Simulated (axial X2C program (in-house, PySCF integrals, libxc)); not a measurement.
# What spin–orbit coupling does to TcSe

Computed with an in-house all-electron X2C program for linear molecules (integrals from PySCF). Spin-free means the one-electron spin-free X2C Hamiltonian; two-component (2c) means X2C with spin–orbit coupling and atomic mean-field two-electron Coulomb and Gaunt terms, so the difference of the two also holds small scalar two-electron terms. Basis: Tc dyall-cv3z [12s12p8d5f3g], Se dyall-cv3z [8s9p6d4f1g] (cores contracted in-house); Gaussian nuclei, density fitting, unrestricted open shells. Masses: Tc 98.907 u, Se 79.917 u.

Spin-free state: M_S = 5/2, Λ = 0 (beyond evenly filled blocks: σα, π+α, π-α, δ+α, δ-α); fragments Tc + Se.

| level | Re (Å) | ωe (cm⁻¹) | De (eV) | μ (D) |
| --- | --- | --- | --- | --- |
| PBE0 | 2.248 | 352.7 | 4.001 | -4.70 |
| PBE | 2.261 | 341.8 | 4.455 | -3.84 |

Dipoles are positive if Se is the positive end.

Two-component determinant lowest at the distance of the search:

Ω = 5/2 (⟨Sz⟩ = 2.50, ⟨Lz⟩ = 0.00 at PBE0); fragments Tc + Se.

```json
{"level": "PBE0", "Re (Å)": "2.249", "ωe (cm⁻¹)": "351.4", "De (eV)": "3.940", "μ (D)": "-4.69"}
{"level": "PBE", "Re (Å)": "2.262", "ωe (cm⁻¹)": "340.9", "De (eV)": "4.401", "μ (D)": "-3.83"}
```

(1) From the two tables, how do the constants change at the PBE0 level (2c against spin-free)?

One determinant describes the state; a PBE0 search over occupations chose it and may have missed a lower one. De is counted from the lowest determinant-based energies of the atoms at the same level, without counterpoise correction. Density functionals use the spin component along the axis (collinear). The functionals have no current-density term, which raises determinants with orbital currents, atoms included. With several unpaired electrons one determinant need not be a pure state. This is the top spin component of a Σ state; components of lower Ω are not single determinants and can lie lower. The determinant is spin-polarised beyond a pure state at some levels (its spin-free form has ⟨S²⟩ too high), which makes Re and μ there less reliable.

Answers

(1) At the PBE0 level Re increases by 0.001 Å and ωe drops by 1.3 cm⁻¹; De changes by -0.061 eV.
